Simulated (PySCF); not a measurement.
Harmonic spectrum computed at PBE0 in the def2-TZVP basis family (core potentials from Rb on, PySCF, no spin–orbit coupling):

```tsv
ω (cm⁻¹)	IR (km/mol, summed over degenerate members)	degeneracy
82	23.2	2
333	45.1	1
779	9.0	1
```

**Question.** Which molecule gave it? In each, all ligands are bound to the one heavy central atom.
A. ClPbN (singlet)
B. ClSnN (singlet)
C. ClMoN (triplet)
D. ClHfN (singlet)
E. ClWN (triplet)

**Answer.** A. It has C∞v symmetry with Pb–Cl 2.389 Å, Pb–N 1.881 Å.
